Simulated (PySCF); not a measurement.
A structure optimised at PBE0-D3(BJ)/def2-SVP, used in a PySCF frequency run:

```
Si
H 1 1.4892
H 1 1.4892 2 110.43
H 1 1.4934 2 110.89 3 123.34
Se 1 2.2921 2 110.27 3 -122.13
Cl 5 2.2022 1 93.67 2 61.11
```
Charge 0, spin multiplicity 1.

### Question
Write its SMILES, formula and point group.

### Answer
[SiH3][Se]Cl, ClH3SeSi, Cs

### Question
What are its rotational constants (standard atomic weights)?

### Answer
5.5032, 2.7086, 1.8554 GHz
